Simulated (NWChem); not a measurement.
# BH2O2Cl; SMILES OB(O)Cl

```xyz
6

B     -0.0184     0.4438     0.0000
Cl     0.0236    -1.3417     0.0000
O     -1.2349     1.0493     0.0000
H     -1.1372     2.0197     0.0000
O      1.1362     1.1755     0.0000
H      1.9289     0.6109     0.0000
```
Atoms are numbered in this order, from 1.

Computed with NWChem. Pople sets run with spherical d functions. All runs use the structure optimised with PBE-D3(BJ)/def2-SVP. Atomic charges in e: unrestrained fits to the electrostatic potential beside Mulliken populations; buried atoms are poorly determined by the fit.

For level Hartree-Fock/6-31G*:

| Quantity | Value |
|---|---|
| ESP B1 | 0.87 |
| Mulliken B1 | 0.77 |
| Mulliken Cl2 | -0.27 |
| ESP O3 | -0.73 |
| Mulliken O3 | -0.72 |
| ESP O5 | -0.73 |
| Mulliken O5 | -0.74 |

### Question
Estimate the same quantities for level B3LYP/def2-SVP.

### Answer
The ESP B1 comes out as 0.63. The Mulliken B1 is 0.01, the Mulliken Cl2 comes out as -0.14 and the ESP O3 is -0.61. The Mulliken O3 is -0.12 and the ESP O5 comes out as -0.61. The Mulliken O5 comes out as -0.14.
